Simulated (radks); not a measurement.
Values are calculated unless marked as measured or tabulated.
Question: These are the eigenvalues of the occupied orbitals of an atom or ion with whole-number occupations (hartree). Level of theory: scalar-relativistic Kohn-Sham, BLYP, spin-polarised, spherical densities, finite nucleus; Fermi nuclear charge, rms radius of each element as measured or else 0.836 A^(1/3) + 0.57 fm (a radial shooting solver on a logarithmic mesh with Libxc functionals).

orbital  eigenvalue
1s        -3070.843
2s        -556.7189
2p        -482.3715
3s        -143.3159
3p        -121.8171
3d        -99.18086
4s        -42.77340
4p        -35.68964
4d        -27.27141
4f        -17.89497
5s        -17.63893

Which element is it, and in what charge state? The configuration may be excited. Open shells, if any, are filled with parallel spins first.

Answer: Z = 80, mercury, charge +18: Hg18+ in [Kr] 4d10 4f14 5s2. The list shows which subshells hold electrons but not how many an open one holds; the 1s level, -3070.8 hartree, gives Z - s = 78.4 by -(Z - s)^2/2, which with screening and relativity narrows Z to a few neighbours, and the depths of the outer levels then fix element, charge and occupations together.
